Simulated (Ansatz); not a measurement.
`C[Se][Se][SiH3]`, 10 atoms. Total charge 0; spin multiplicity 1. Correlated methods include outer-core shells of Se, which these sets cover unevenly. Scalar relativity is left out up to krypton. All runs use 4 threads of a server CPU on a shared host. Correlated methods freeze the cores.

Question: How many basis functions does each run have, and how long does it take in Ansatz? RHF-CCSD(T)/def2-TZVPP energy; RKS HSE06 (plane-wave form)-D4/def2-TZVPP energy; RKS PBE0-D4/def2-QZVPP energy; RKS PBE0-D4/def2-TZVP relaxation (8 steps); RHF-CCSD(T)/def2-SVP energy; RKS PBE0-D4/def2-SVP energy; direct RPA on PBE orbitals/def2-TZVPP energy; RKS B2PLYP (frozen core)/def2-TZVPP energy; RKS r2SCAN0-D4/def2-TZVPP energy; RKS PBE0-D4/def2-TZVP frequencies; RHF-MP2/def2-QZVPP energy; RKS ωB97M-V/def2-QZVPP energy. (Best estimate.)

Answer: Computed: Other jobs shared the machine, so times are rough.

```csv
level,job,functions,wall time,peak host memory (GiB)
RKS PBE0-D4/def2-SVP,energy,126,1.6 s,0.32
RKS HSE06 (plane-wave form)-D4/def2-TZVPP,energy,253,4.4 s,1
direct RPA on PBE orbitals/def2-TZVPP,energy,253,5.5 s,0.61
RKS r2SCAN0-D4/def2-TZVPP,energy,253,6.5 s,1
RKS B2PLYP (frozen core)/def2-TZVPP,energy,253,7.5 s,0.75
RKS PBE0-D4/def2-QZVPP,energy,485,12 s,2.5
RHF-CCSD(T)/def2-SVP,energy,126,12 s,0.7
RKS ωB97M-V/def2-QZVPP,energy,485,26 s,2.8
RHF-MP2/def2-QZVPP,energy,485,27 s,3.2
RKS PBE0-D4/def2-TZVP,relaxation (8 steps),200,38 s,0.71
RKS PBE0-D4/def2-TZVP,frequencies,200,3 min,0.7
RHF-CCSD(T)/def2-TZVPP,energy,253,4.2 min,5.5
```
